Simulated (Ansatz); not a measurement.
`[AlH2]/[CH]=C/Cl`, relaxed with RKS PBE-D4/def2-SVP in the Gaussian-basis code of Ansatz from a rough embedded geometry. The force threshold is 0.03 eV/Å; the program also tests the step.

The species carries charge 0 and has multiplicity 1.

Start:

```xyz
8

Al    0.546   -1.279    0.627
C    -0.409    0.354    0.286
C    -0.269    1.007   -0.866
Cl   -1.082    2.575   -1.050
H     0.312   -2.124    2.000
H     1.531   -1.948   -0.490
H    -1.054    0.746    1.083
H     0.425    0.668   -1.590
```

| step | energy (eV) | largest force (eV/Å) | largest move (Å) |
| --- | --- | --- | --- |
| 1 | -21238.1709 | 1.644 | 0.000 |
| 2 | -21238.2159 | 1.231 | 0.194 |
| 3 | -21238.3356 | 0.688 | 0.058 |
| 4 | -21238.3849 | 0.107 | 0.086 |
| 5 | -21238.3880 | 0.072 | 0.014 |
| 6 | -21238.3898 | 0.068 | 0.024 |
| 7 | -21238.3907 | 0.057 | 0.027 |
| 8 | -21238.3910 | 0.012 | 0.013 |

End:

```xyz
8

Al    0.533   -1.339    0.640
C    -0.420    0.340    0.372
C    -0.245    1.013   -0.786
Cl   -1.018    2.527   -1.184
H     0.358   -2.167    1.996
H     1.486   -1.837   -0.547
H    -1.106    0.788    1.115
H     0.411    0.675   -1.607
```

Run time 10 s (2 threads of an Arm Neoverse V2 on a shared host); peak host memory 0.12 GiB.
